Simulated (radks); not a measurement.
These are the eigenvalues of the occupied orbitals of an atom or ion with whole-number occupations (Ry). All-electron calculation, Dirac Kohn-Sham, BLYP, spin-unpolarised, spherical densities, point nucleus. Program: a radial shooting solver on a logarithmic mesh with Libxc functionals.

orbital  eigenvalue
1s1/2     -5931.209
2s1/2     -1047.785
2p1/2     -1004.734
2p3/2     -869.7735
3s1/2     -249.3810
3p1/2     -230.0571
3p3/2     -200.2794
3d3/2     -168.2437
3d5/2     -161.8472
4s1/2     -56.08106
4p1/2     -47.84199
4p3/2     -40.64700
4d3/2     -27.17792
4d5/2     -25.83178
5s1/2      -9.85052
4f5/2      -8.55409
4f7/2      -8.26499
5p1/2      -7.13008
5p3/2      -5.85261
5d3/2      -2.18709
5d5/2      -2.05101

Which element is it, and in what charge state? The configuration may be excited. Open shells, if any, fill j = l - 1/2 first.

Answer. Z = 79, gold, charge +2: Au2+ in [Xe] 4f13 5d10. The list shows which subshells hold electrons but not how many an open one holds; the 1s level, -2965.6 hartree, gives Z - s = 77.0 by -(Z - s)^2/2, which with screening and relativity narrows Z to a few neighbours, and the depths of the outer levels then fix element, charge and occupations together.
